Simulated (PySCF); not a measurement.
Compound: C7H11P.
SMILES with atom numbers: `[CH3:1][CH2:2][P:3]1[CH:4]=[CH:5][CH2:6][CH:7]=[CH:8]1`

Structure used (GFN2-xTB), in Å, numbered top down from 1:
```
atom  x, y, z in Å
C1     2.1644    0.3033   -0.6113
C2     1.8253   -1.1506   -0.3177
P3     0.0547   -1.4690    0.1868
C4    -0.1239   -0.1984    1.4673
C5    -1.1589    0.6278    1.5196
C6    -2.2552    0.6662    0.4972
C7    -1.7807    0.3035   -0.8783
C8    -0.7971   -0.5505   -1.1235
H9     1.5553    0.6841   -1.4282
H10    3.2132    0.3953   -0.8905
H11    1.9840    0.9265    0.2621
H12    2.4528   -1.5342    0.4922
H13    2.0152   -1.7730   -1.1972
H14    0.6339   -0.1988    2.2407
H15   -1.2498    1.3426    2.3282
H16   -3.0437   -0.0355    0.7972
H17   -2.7056    1.6619    0.4796
H18   -2.2908    0.8002   -1.6945
H19   -0.5031   -0.7922   -2.1373
```

NICS = −σ at a ghost point: NICS(0) at the centroid of the ring atoms, NICS(1) 1 Å to either side along the normal of their mean plane, zz for the tensor component along that normal. Level: GIAO PBE0/pcSseg-1 (PySCF, non-relativistic, gas phase) on the GFN2-xTB geometry, one conformer.

Ring bond lengths (Å), with Mayer bond orders in brackets: P3–C4 1.813 (0.94), C4–C5 1.325 (1.91), C5–C6 1.500 (1.05), C6–C7 1.500 (1.05), C7–C8 1.325 (1.91), C8–P3 1.813 (0.94).

Question: Give the NICS values of each ring in ppm.

Answer: 
```tsv
ring	type	NICS(0)	NICS(1), two faces	NICS(1)zz, two faces	rms pucker (Å)	centre to ring atoms, mean (Å)
P3–C4–C5–C6–C7–C8	6-membered ring with P; formal bonds 2 double, 4 single	-2.1	-1.9 / -4.5	-0.9 / -4.0	0.21	1.51
```

Question: What can be read from them?

Answer: 
- P3–C4–C5–C6–C7–C8: mean NICS(1)zz -2.4 ppm, near zero. C6 has four or more neighbours, so the value isn't read as a sign of a π ring current. The two faces differ by 3.1 ppm, so no symmetry operation interchanges them.

Question: What field does 14.1 T along the ring normal induce along that normal at the second NICS(1) probe listed for ring P3–C4–C5–C6–C7–C8, 1 Å off the ring?

Answer: NICSzz × B0 = -4.0 ppm × 14.1 T = -56 μT, against the applied field.

Question: How shielded are the nuclei of the rings and their hydrogens (means over atoms taken as equivalent)?

Answer: 
| atoms | environment | σ isotropic (ppm) | principal values of the symmetric part, first atom (ppm) |
| --- | --- | --- | --- |
| P3 | phosphine phosphorus | 385.5 | 266.4, 378.0, 512.0 |
| C4 (×2) | alkene CH carbon | 51.9 | -55.6, 51.0, 160.3 |
| C5 (×2) | alkene CH carbon | 49.7 | -65.2, 46.3, 167.8 |
| C6 | allylic carbon | 153.8 | 134.4, 162.3, 164.7 |
| H14 (×2) | vinylic hydrogen | 25.49 | 24.0, 24.5, 28.0 |
| H15 (×2) | vinylic hydrogen | 25.16 | 22.5, 24.8, 28.1 |
| H16 (×2) | methylene hydrogen | 28.79 | 25.2, 25.6, 36.2 |
